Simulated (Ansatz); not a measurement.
Reaction (redistribution): `[F][SnH2][Br]` + `C#CB(F)F` → `C#[C][SnH2][F]` + `FB(F)Br`

Computed with Ansatz on PBE0-D4/def2-TZVP structures; ΔE is electronic, products minus reactants. CBS: MP2 limit from def2 TZ/QZ plus the TZ coupled-cluster correction, frozen cores. Functionals use def2-TZVPP. Elements past krypton have def2 core potentials. For Br, Sn outer-core shells are correlated without core-valence functions, which leaves a few kJ/mol of doubt a bond. Scalar relativity is left out up to krypton.

`[F][SnH2][Br]`:

Z-matrix (Å, degrees):
```
Sn
F 1 1.914
Br 1 2.458 2 105.2
H 1 1.695 2 105.8 3 115.9
H 1 1.695 2 105.8 3 -115.9
```

`C#CB(F)F`:

Cartesian coordinates in Å:
```
C 1.464 0.394 -0.548
C 0.371 0.100 -0.139
B -1.010 -0.272 0.378
F -1.449 -1.511 0.316
F -1.807 0.635 0.902
H 2.432 0.654 -0.910
```

`C#[C][SnH2][F]`:

Cartesian coordinates in Å:
```
C -0.534 1.734 1.142
C -0.259 0.750 0.500
Sn 0.159 -0.951 -0.600
F 2.050 -0.882 -0.928
H -0.766 2.606 1.709
H -0.087 -2.360 0.311
H -0.564 -0.897 -2.133
```

`FB(F)Br`:

Cartesian coordinates in Å:
```
F 1.175 0.681 0.288
B 0.130 -0.031 -0.055
F 0.281 -1.022 -0.896
Br -1.586 0.372 0.663
```

| level | ΔE (kcal/mol) |
| --- | --- |
| r2SCAN-D4 | 17.3 |
| r2SCANh | 17.2 |

What does CCSD(T)/CBS give? (Estimate.)

The calculation gave: +15.8 kcal/mol. The listed levels differ from it by 1.5, 1.4 kcal/mol.

Largest T1 diagnostic among the species: 0.014.

Leaving LDA and LC-ωPBE aside and taking each functional with its dispersion term where it has one, the values, not all of them listed here, spread over 2.9 kcal/mol, from PBE-QIDH to BHLYP-D4. In def2-TZVPP, CCSD(T) changes the Hartree–Fock value by −5.6 kcal/mol (the triples alone add −0.6 kcal/mol) and MP2 by −5.9 kcal/mol.
